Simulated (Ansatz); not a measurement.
Total energies of `[CH]=C[SiH2]F` radical.

```json
{"atom": "C1", "x (Å)": "1.676", "y (Å)": "-0.109", "z (Å)": "0.279"}
{"atom": "C2", "x (Å)": "0.555", "y (Å)": "-0.492", "z (Å)": "-0.264"}
{"atom": "Si3", "x (Å)": "-1.030", "y (Å)": "0.393", "z (Å)": "0.123"}
{"atom": "F4", "x (Å)": "-1.649", "y (Å)": "0.996", "z (Å)": "-1.225"}
{"atom": "H5", "x (Å)": "2.722", "y (Å)": "-0.384", "z (Å)": "0.297"}
{"atom": "H6", "x (Å)": "0.535", "y (Å)": "-1.358", "z (Å)": "-0.938"}
{"atom": "H7", "x (Å)": "-2.037", "y (Å)": "-0.552", "z (Å)": "0.665"}
{"atom": "H8", "x (Å)": "-0.771", "y (Å)": "1.506", "z (Å)": "1.063"}
```

Charge 0, multiplicity 2. Geometry: relaxed with PBE0-D4/def2-TZVP. It is one conformer, not always the lowest. Basis def2-TZVPP, Ansatz 0.2.0.

RPA on PBE orbitals: Hartree–Fock energy of these orbitals -466.45627 Eh, correlation -1.09741 Eh (frozen core).

```csv
functional,energy without D4 (Eh),D4 term (kJ/mol)
LDA (SPW92),-465.44720,–
BLYP,-467.95204,-29.7
B97M-V,-467.88732,–
PBE0,-467.67823,-11.1
B3LYP,-468.02415,-21.5
r2SCANh,-467.87277,-3.3
r2SCAN0,-467.85825,-3.7
BHLYP,-467.91733,-16.2
CAM-B3LYP,-467.93685,-11.2
ωB97X-V,-467.88980,–
```

Q: Give the same for PBE, revPBE, r2SCAN, HSE06 (plane-wave form), LC-ωPBE, ωB97M-V, B2PLYP, PBE-QIDH. (Best estimate.)

A: Ansatz gave: 
```
             functional  energy without D4 (Eh)  D4 term (kJ/mol)
                    PBE              -467.63916             -13.3
                 revPBE              -467.87618             -41.9
                 r2SCAN              -467.88309              -3.2
HSE06 (plane-wave form)              -467.66283             -10.3
                LC-ωPBE              -467.79188                 –
                ωB97M-V              -467.90987                 –
                 B2PLYP              -467.75244                 –
               PBE-QIDH              -467.56789                 –
```

B3LYP takes the VWN-RPA correlation (the form of Gaussian; ORCA's B3LYP/G). HSE06 is the plane-wave form, built on full-range PBE exchange. The double hybrids freeze the cores in their second-order part.

LC-ωPBE has ω = 0.4 bohr⁻¹.
